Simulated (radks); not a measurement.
Spherical quantum dot in the effective-mass picture: electrons in a well V = -V0 / (1 + exp((r - R)/a)) with V0 = 18.8, R = 2.6, a = 0.09, with a point charge +2 (a donor) at the centre, all in effective atomic units (hartree* = m*/eps^2 hartree, bohr* = eps/m* bohr), one dielectric constant everywhere. Calculated with a radial shooting solver with Libxc functionals: non-relativistic Kohn-Sham, PBE, spin-polarised, spherical densities. Levels are named by radial order and angular momentum (1s, 1p, 1d, 2s, ...), and open shells are averaged over m. Results are scaled to m* = 0.041 and eps = 6.4, for which hartree* = 27.24 meV and bohr* = 8.26 nm.

N = 10, configuration 1s2 1p6 2s2. This is the lowest configuration that the search found. Occupied and some empty levels:

level,occupation,eigenvalue (meV),<r> (nm)
1s,2,-394.58,10.11
1p,6,-372.97,13.85
2s,2,-355.29,10.45
1d,0,-350.97,14.94
1f,0,-323.77,15.68
2p,0,-299.55,11.64
1g,0,-291.53,16.26

Energy (meV): total -4501.94, kinetic 407.49, external -5573.6, Hartree 807.10, exchange-correlation -142.89.
